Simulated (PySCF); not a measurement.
**Working out the ionisation energy of Co**

Co [Ar] 3d7 4s2 (4F) → Co⁺ [Ar] 3d8 (3F). Calculation: PySCF 2.14, in cc-pVTZ-DK (7s6p4d2f1g, 68 functions); the spin-free X2C one-electron Hamiltonian (Gaussian nucleus). Frozen: [Ar]. Energies in hartree (1 hartree = 27.21139 eV):

```tsv
part	Co (lower)	Co⁺ (upper)
UHF	-1391.881585	-1391.576739
MP2 opposite-spin	-0.151404	-0.176467
MP2 same-spin	-0.097474	-0.106361
```

Question: What does Hartree-Fock give?

Answer: (-1391.576739) − (-1391.881585) = 0.304846 hartree = 8.295 eV.

Question: What do MP2 and SCS-MP2 (6/5 opposite-spin, 1/3 same-spin) give?

Answer: The opposite-spin parts differ by -0.682 eV and the same-spin parts by -0.242 eV. MP2: 8.295 + (-0.682) + (-0.242) = 7.371 eV. SCS-MP2: 8.295 + 1.2 × (-0.682) + (-0.242)/3 = 7.396 eV.

Measured between the centres of the two terms (NIST): 7.869 eV, so MP2 (valence) is off by -0.498 eV.

What remains against the reference includes basis incompleteness, the frozen core and correlation beyond second order.
